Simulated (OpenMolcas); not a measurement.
Computed levels of 5s2 5p in ions with 49 electrons, in cm-1 above 2P* 1/2.

```json
{
  "Program": "OpenMolcas",
  "Method": "MS-RASPT2, IPEA 0.25 Eh, imaginary shift 0.1 Eh",
  "Basis": "ANO-R2",
  "Scalar Hamiltonian": "X2C, finite nucleus",
  "Spin-orbit coupling": "RASSI with atomic mean-field integrals over the reference wave functions, term energies averaged over their components"
}
```

Active space for each ion: 3 electrons in 9 orbitals (RAS2 5s 5p; RAS3 5d, at most 2 electrons); closed shells correlated by CASPT2: 4d.

```
  Level  Te3+   Xe5+
2P* 3/2  8030  13820
```

Problem. Estimate 2P* 3/2 for I4+ from its neighbours Te3+ and Xe5+.

Solution. 2P* 3/2 is fine structure, which grows about as the fourth power of a screened charge, so the fourth roots are averaged: ((8030^0.25 + 13820^0.25) / 2)^4 = 10632. The calculation gives 10710, so the estimate is off by -0.7 %.

Active for correlation alone: 5d; no level in the range computed is led by a configuration that fills it, so any true level of that kind is missing. Levels of configurations outside the active space are missing.

* marks odd parity.
